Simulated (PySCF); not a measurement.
## Working out the electron affinity of Ag

Ag⁻ [Kr] 4d10 5s2 (1S) → Ag [Kr] 4d10 5s1 (2S). All numbers are calculated (PySCF 2.14, a scalar-relativistic core potential, in aug-cc-pVDZ-PP with ECP28MDF). Frozen: 4s2 4p6. Energies in hartree (1 hartree = 27.21139 eV):

```json
{"part": "UHF", "Ag⁻ (lower)": "-146.057778", "Ag (upper)": "-146.054522"}
{"part": "MP2 opposite-spin", "Ag⁻ (lower)": "-0.237622", "Ag (upper)": "-0.211122"}
{"part": "MP2 same-spin", "Ag⁻ (lower)": "-0.129339", "Ag (upper)": "-0.122371"}
```

What does Hartree-Fock give?

(-146.054522) − (-146.057778) = 0.003256 hartree = 0.089 eV.

What do MP2 and SCS-MP2 (6/5 opposite-spin, 1/3 same-spin) give?

The opposite-spin parts differ by 0.721 eV and the same-spin parts by 0.190 eV. MP2: 0.089 + (0.721) + (0.190) = 1.000 eV. SCS-MP2: 0.089 + 1.2 × (0.721) + (0.190)/3 = 1.018 eV.

Reference: 1.304 eV (measured; photodetachment measurements, as compiled on the Wikipedia data page of electron affinities).

A double-zeta basis recovers only part of the correlation energy.

What remains against the reference includes basis incompleteness, the frozen core and correlation beyond second order.
